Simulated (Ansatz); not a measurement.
Stepwise reaction of `OB(F)F` with water, as a gas-phase model of exchange steps in deposition or etching. ΔE in kJ/mol.

Gas-phase electronic energies from Ansatz, PBE0-D4/def2-TZVP geometries. CCSD(T)/CBS adds triple-zeta CCSD(T) − MP2 to the extrapolated MP2 energy (def2 sets, frozen cores). This one scheme is used for every species. Functionals use def2-TZVPP. B3LYP here is the variant with VWN-RPA as its local correlation; programs differ in this. Each species was taken in one conformer, which may not be the lowest.

```csv
step,reaction,PBE-D4,B3LYP-D4,ωB97M-V,CCSD(T)/CBS
1,`OB(F)F` + H₂O → `OB(O)F` + H–F,13.0,14.9,14.5,13.1
2,`OB(O)F` + H₂O → `OB(O)O` + H–F,15.7,17.7,17.1,15.1
```

(1) By hand: ΔE of the 2 steps together at CCSD(T)/CBS.

Results:

(1) (13.1) + (15.1) = 28.2 kJ/mol, or 14.1 kJ/mol a step.

In ΔE the steps differ by no more than 2.0 kJ/mol. All are uphill at CCSD(T)/CBS. PBE-D4 differs from CCSD(T)/CBS by -0.1 to 0.6 kJ/mol a step. Isolated molecules leave out the surface, adducts and barriers. Largest T1 diagnostic: 0.012.
